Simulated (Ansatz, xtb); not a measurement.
## C6H12S: which of two isomers lies lower

We compare X, `C[C@@H]1CCC[C@@H]1S`, a singlet, with Y, `CC1(S)CCCC1`, a singlet. Both are isolated molecules in the gas phase, relaxed with B3LYP-D3(BJ)/def2-SVP; each stands in its lowest conformer found.

Quicker runs give these differences E(Y) − E(X): GFN2-xTB −1.52 kcal/mol; HF/STO-3G −0.95 kcal/mol (at GFN2-xTB geometries); r2SCAN-D4/def2-SVP −1.83 kcal/mol (at GFN2-xTB geometries).

**Question.** Estimate E(Y) − E(X) at the level CCSD(T)/def2-SVP + ΔMP2/def2-TZVPP.

**Answer.** Calculated at CCSD(T)/def2-SVP + ΔMP2/def2-TZVPP: E(Y) − E(X) = −1.45 kcal/mol, so structure Y lies lower.

Level by level:

```tsv
level	geometry	E(Y) − E(X) (kcal/mol)	departure from the last row (kcal/mol)	job, with rough time for the two
GFN2-xTB	GFN2-xTB	−1.52	−0.07	optimisation, 0.37 s
HF/STO-3G	GFN2-xTB	−0.95	+0.50	single point, 0.85 s
r2SCAN-D4/def2-SVP	GFN2-xTB	−1.83	−0.38	single point, 11 s
B3LYP-D3(BJ)/def2-SVP	B3LYP-D3(BJ)/def2-SVP	−0.92	+0.53	optimisation, 3.8 min
HF/def2-SVP	B3LYP-D3(BJ)/def2-SVP	−0.77	+0.68	part of the CCSD(T) run
MP2/def2-SVP	B3LYP-D3(BJ)/def2-SVP	−1.97	−0.52	part of the CCSD(T) run
CCSD(T)/def2-SVP	B3LYP-D3(BJ)/def2-SVP	−1.73	−0.28	single point
CCSD(T)/def2-SVP + ΔMP2/def2-TZVPP	B3LYP-D3(BJ)/def2-SVP	−1.45		single point, 5.2 min
```

As drawn, both hold the same kinds of bond in the same numbers.

None of the levels shown reverses the order. The largest departure from CCSD(T)/def2-SVP + ΔMP2/def2-TZVPP is that of HF/def2-SVP, 0.68 kcal/mol. The last row adds to CCSD(T) the change of the MP2 difference between the two basis sets, here +0.28 kcal/mol.

With thermal terms from frequencies at re-optimised GFN2-xTB minima (ideal gas, soft modes damped towards free rotors, one conformer each, 298.15 K, 1 atm): the zero-point term adds −0.20 kcal/mol; ΔH is −1.65 and ΔG −1.50 kcal/mol.

The correlated steps freeze 11 core orbitals. Mirror images aren't counted in ΔG. Codes used: Ansatz 0.2.0, xtb 6.7.1; the last row on 2 threads of Arm Neoverse V1 on a shared host.
